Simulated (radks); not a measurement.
The numbers below are computed, except where a source is named.
Problem. Neutral tantalum: order these configurations by energy. Level of theory: scalar-relativistic Kohn-Sham, BLYP, spin-polarised, spherical densities, finite nucleus; Fermi nuclear charge, rms radius of each element as measured or else 0.836 A^(1/3) + 0.57 fm (a radial shooting solver on a logarithmic mesh with Libxc functionals). Open shells are filled with parallel spins first. [Xe] 4f14 5d2 6s2 6p1; [Xe] 4f14 5d3 6s1 6p1; [Xe] 4f14 5d3 6s2; [Xe] 4f14 5d4 6s1.

Solution. From the lowest, in eV above it: [Xe] 4f14 5d3 6s2 0.000; [Xe] 4f14 5d4 6s1 0.761; [Xe] 4f14 5d3 6s1 6p1 3.124; [Xe] 4f14 5d2 6s2 6p1 3.291.
